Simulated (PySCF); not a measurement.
Al(Cl)(OH)(SH) (AlClH₂OS), SMILES [OH][Al]([SH])[Cl]. The structure is a stationary point at B3LYP-D3(BJ)/def2-SVP. The values are those of a single conformer.

These are B3LYP-D3(BJ)/def2-SVP in PySCF 2.14.0 values and carry that method's errors.

Harmonic wavenumbers (cm⁻¹): 134, 194, 216, 253, 325, 415, 538, 618, 663, 905, 2664, 3924. Rotational constants (GHz): 4.490, 2.131, 1.445; symmetry number 1.

### Question
Work out the zero-point energy and the ideal-gas rigid-rotor harmonic-oscillator thermochemistry at 298.15 K and 1 atm.

### Answer
ZPE = ½ Σ hcν = ½ × 10849 cm⁻¹ = 64.89 kJ/mol. H − E(el) = 83.93 kJ/mol. Entropy in J/(mol K): translation 167.65, rotation 115.24, vibration 52.09, total 334.99. G − E(el) = -15.95 kJ/mol. Cp = 91.67 J/(mol K). Modes under 150 cm⁻¹ make the vibrational entropy uncertain.
